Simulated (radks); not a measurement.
Numerical settings for neutral vanadium, [Ar] 3d3 4s2. Calculated with a radial shooting solver on a logarithmic mesh with Libxc functionals: scalar-relativistic Kohn-Sham, PBEsol, spin-polarised, spherical densities, finite nucleus; open shells are filled with parallel spins first; Fermi nuclear charge, rms radius 3.6002 fm. The defaults (mesh step 0.008 in ln r, mesh end at 40 bohr or more with all orbitals vanishing there, Anderson mixing 0.5 over 9 steps, residual threshold near 1e-9 with the energy settled to 1e-9 hartree or 1e-11 of itself, here a cap of 82 iterations) give E = -948.0498 hartree and 4s at -4.282 eV in 14 iterations. Run on one thread of a shared host, so times are rough (Intel(R) Xeon(R) Platinum 8559C): 0.13 s of CPU time, 0.13 s wall, 14 iterations on 2381 mesh points. Changes against that run (0 stands for a change within the tolerance of the run):

| setting | iterations | converged | E (mhartree) | e(4s) (meV) | CPU (s) |
|---|---|---|---|---|---|
| mesh step in ln r 0.12 | 2 | no | diverged | - | 0.01 |
| mesh step in ln r 0.003 | 19 | yes | 0 | 0 | 0.39 |
| mesh step in ln r 0.05 | 14 | yes | +0.00388 | -0.00539 | 0.03 |
| mesh end (bohr) 400 | 14 | yes | 0 | 0 | 0.13 |
| mesh end (bohr) 20 | 14 | yes | 0 | 0 | 0.12 |
| residual threshold 1e-13 | 31 | yes | 0 | 0 | 0.19 |
| residual threshold 0.01 | 9 | yes | 0 | -0.0971 | 0.09 |
| mixing 0.2 | 16 | yes | 0 | 0 | 0.14 |
| linear mixing, mixing 1 | 52 | no | diverged | - | 0.96 |
| linear mixing, mixing 0.5 | 30 | yes | 0 | 0 | 0.22 |
| mixing history 20 | 17 | yes | 0 | 0 | 0.15 |
| iteration cap 5 | 5 | no | -0.00108 | -0.455 | 0.06 |

No run marked as converged misses the energy by more than 1 mhartree. A mesh that ends early acts as a hard wall.
